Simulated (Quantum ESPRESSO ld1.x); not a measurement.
Input (ld1.x (Quantum ESPRESSO 7.5)):

```
 &input
    atom='Au',
    iswitch=1,
    rel=2,
    dft='PBE',
    config='[Ar] 3d9 4s0 4p0',
    rel_dist='energy',
    verbosity='high',
    lsmall=.true.,
    prefix='ld1',
    max_out_wfc=37,
    file_charge='ld1.rho',
 /
```

Command: `OMP_NUM_THREADS=1 ld1.x < ld1.in > ld1.out`

Output (excerpt):

```
     Program LD1 v.7.5 starts

     --------------------------- All-electron run ----------------------------

     dirac relativistic calculation

     atomic number is 79.00
     dft =PBE   lsd =0 sic =0 latt =0  beta=0.20 tr2=1.0E-14
     Exchange-correlation= PBE
                           (   1   4   3   4   0   0   0)
     mesh =2123 r(mesh) = 100.13829 a.u. xmin = -8.00 dx = 0.00800
     1 Ry =  13.60569312 eV, c = 137.03599908

     n l j   nl                  e(Ry)          e(Ha)          e(eV)
     Spin orbit split results
     1 0 0.5 1S 1( 2.00)   -6150.038145039   -3075.019072520 -83675.5316961
     2 0 0.5 2S 1( 2.00)   -1261.831811881    -630.915905941 -17168.0964053
     2 1 0.5 2P 1( 2.00)   -1220.033869069    -610.016934535 -16599.4064222
     2 1 1.5 2P 1( 4.00)   -1084.214316568    -542.107158284 -14751.4872708
     3 0 0.5 3S 1( 2.00)    -449.441488024    -224.720744012  -6114.9629628
     3 1 0.5 3P 1( 2.00)    -431.394877962    -215.697438981  -5869.4263244
     3 1 1.5 3P 1( 4.00)    -399.564081763    -199.782040881  -5436.3462794
     3 2 1.5 3D 1( 4.00)    -370.938280303    -185.469140152  -5046.8724094
     3 2 2.5 3D 1( 5.00)    -363.933180237    -181.966590118  -4951.5631676
     4 0 0.5 4S 1( 0.00)    -225.358001607    -112.679000804  -3066.1518127
     4 1 0.5 4P 1( 0.00)    -217.577463034    -108.788731517  -2960.2921925
     4 1 1.5 4P 1( 0.00)    -206.333987967    -103.166993984  -2807.3169211
     Averaged results
     1 0     1S 1( 2.00)   -6150.038145039   -3075.019072520 -83675.5316961
     2 0     2S 1( 2.00)   -1261.831811881    -630.915905941 -17168.0964053
     2 1     2P 1( 6.00)   -1129.487500735    -564.743750367 -15367.4603213
     3 0     3S 1( 2.00)    -449.441488024    -224.720744012  -6114.9629628
     3 1     3P 1( 6.00)    -410.174347163    -205.087173581  -5580.7062944
     3 2     3D 1( 9.00)    -366.735220263    -183.367610132  -4989.6868643
     4 0     4S 1( 0.00)    -225.358001607    -112.679000804  -3066.1518127
     4 1     4P 1( 0.00)    -210.081812990    -105.040906495  -2858.3086783

     final scf error:  1.2E-16 reached in  19 iterations

     Etot =  -33796.664387 Ry,  -16898.332193 Ha, -459827.044229 eV

     Ekin =   39344.981724 Ry,   19672.490862 Ha,  535315.747267 eV
     Encl =  -78321.420511 Ry,  -39160.710255 Ha,-1065617.212428 eV
     Eh   =    5685.794497 Ry,    2842.897248 Ha,   77359.175081 eV
     Exc  =    -506.020097 Ry,    -253.010048 Ha,   -6884.754149 eV

     normalization and overlap integrals

     s(1S/1S) =  1.000000  <r> =   0.0169  <r2> =    0.0004  r(max) =   0.0104
     LC norm =  0.90989303 + SC norm =  0.09010697 =  1.00000000
     s(2S/2S) =  1.000000  <r> =   0.0702  <r2> =    0.0059  r(max) =   0.0602
     LC norm =  0.97925176 + SC norm =  0.02074824 =  1.00000000
     s(2P/2P) =  1.000000  <r> =   0.0578  <r2> =    0.0042  r(max) =   0.0448
     LC norm =  0.97919484 + SC norm =  0.02080516 =  1.00000000
     s(2P/2P) =  1.000000  <r> =   0.0663  <r2> =    0.0053  r(max) =   0.0517
     LC norm =  0.98148628 + SC norm =  0.01851372 =  1.00000000
     s(3S/3S) =  1.000000  <r> =   0.1787  <r2> =    0.0366  r(max) =   0.1677
     LC norm =  0.99271140 + SC norm =  0.00728860 =  1.00000000
     s(3P/3P) =  1.000000  <r> =   0.1687  <r2> =    0.0331  r(max) =   0.1561
     LC norm =  0.99277999 + SC norm =  0.00722001 =  1.00000000
     s(3P/3P) =  1.000000  <r> =   0.1829  <r2> =    0.0387  r(max) =   0.1704
     LC norm =  0.99340078 + SC norm =  0.00659922 =  1.00000000
     s(3D/3D) =  1.000000  <r> =   0.1583  <r2> =    0.0292  r(max) =   0.1319
     LC norm =  0.99356202 + SC norm =  0.00643798 =  1.00000000
     s(3D/3D) =  1.000000  <r> =   0.1627  <r2> =    0.0307  r(max) =   0.1362
     LC norm =  0.99373045 + SC norm =  0.00626955 =  1.00000000
     s(4S/4S) =  1.000000  <r> =   0.3497  <r2> =    0.1378  r(max) =   0.3501
     LC norm =  0.99659535 + SC norm =  0.00340465 =  1.00000000
     s(4P/4P) =  1.000000  <r> =   0.3441  <r2> =    0.1344  r(max) =   0.3418
     LC norm =  0.99665559 + SC norm =  0.00334441 =  1.00000000
     s(4P/4P) =  1.000000  <r> =   0.3635  <r2> =    0.1498  r(max) =   0.3644
     LC norm =  0.99684883 + SC norm =  0.00315117 =  1.00000000

     LC charge = 26.55011061 + SC charge =  0.44988939 = 27.00000000

     ------------------------ End of All-electron run ------------------------
```

Run on one thread of a shared host, so times are rough (Intel(R) Xeon(R) Processor @ 2.60GHz): 0.64 s of CPU time, 0.68 s wall, 19 iterations on 2123 mesh points.
